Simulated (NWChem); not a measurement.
Species: CdN2H4; SMILES [NH2][Cd][NH2]

```xyz
7

Cd     0.0000     0.0000     0.0219
N     -2.0153    -0.0477    -0.1317
H     -2.4070     0.8764    -0.3637
H     -2.4551    -0.3156     0.7599
N      2.0153     0.0477    -0.1317
H      2.4070    -0.8764    -0.3637
H      2.4551     0.3156     0.7599
```
Atoms are numbered in this order, from 1.

All runs: NWChem. All runs use the structure optimised with PBE-D3(BJ)/def2-SVP. def2 effective core potentials on Cd; no spin-orbit coupling.

For level Hartree-Fock/def2-SVP (core potentials):

- highest occupied level (eV): -9.72
- orbital gap (eV): 11.70

Q: What are these values for level Hartree-Fock/STO-3G (all-electron, non-relativistic)?

A: 
* **highest occupied level (eV)**: -6.79
* **orbital gap (eV)**: 15.62
